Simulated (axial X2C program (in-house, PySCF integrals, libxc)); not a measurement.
Worked dissociation energy of TcP: PBE0, without spin–orbit coupling

Computed with an in-house relativistic program for diatomic molecules. Spin-free means the one-electron spin-free X2C Hamiltonian. Basis: Tc dyall-cv3z [12s12p8d5f3g], P dyall-v3z [8s7p2d1f] (cores contracted in-house); Gaussian nuclei, density fitting, unrestricted open shells. Masses: Tc 98.907 u, P 30.974 u.

Molecular state: M_S = 2, Λ = 1 (beyond evenly filled blocks: σα, π+α, δ+α, δ-α).

| Item | Value |
| --- | --- |
| E(Tc) (2M_S = 5, M_L = 0) | -4285.009861 hartree |
| E(P) (2M_S = 3, M_L = 0) | -341.969706 hartree |
| E(TcP) at Re | -4627.094958 hartree |
| ωe | 483.9 cm⁻¹ |
| ωexe | 1.81 cm⁻¹ |

(1) Work out De and D0.

The state is one determinant whose occupation by symmetry is held fixed; it was picked as the lowest of a PBE0 search that is not exhaustive. De is counted from the lowest determinant-based energies of the atoms at the same level, without counterpoise correction. Other states lie close and PBE0, whose exact exchange favours high spin, may order them wrongly; the determinant shown need not be the ground state. The nearest other spin-free determinant of the search, M_S = 1, Λ = 0, lies 0.21 eV up at the distance of the search. The functionals have no current-density term, which raises determinants with orbital currents, atoms included. The determinant is spin-polarised beyond a pure state at some levels (its spin-free form has ⟨S²⟩ too high), which makes Re and μ there less reliable.

Each atomic determinant is the lowest at this level and need not be a pure term. Totals compare only within one Hamiltonian and basis.

Results:

(1) De = -4285.009861 + (-341.969706) − (-4627.094958) = 0.11539 hartree = 3.140 eV. The zero-point energy is ωe/2 − ωexe/4 = 242 cm⁻¹ = 0.030 eV, so D0 = 3.110 eV.
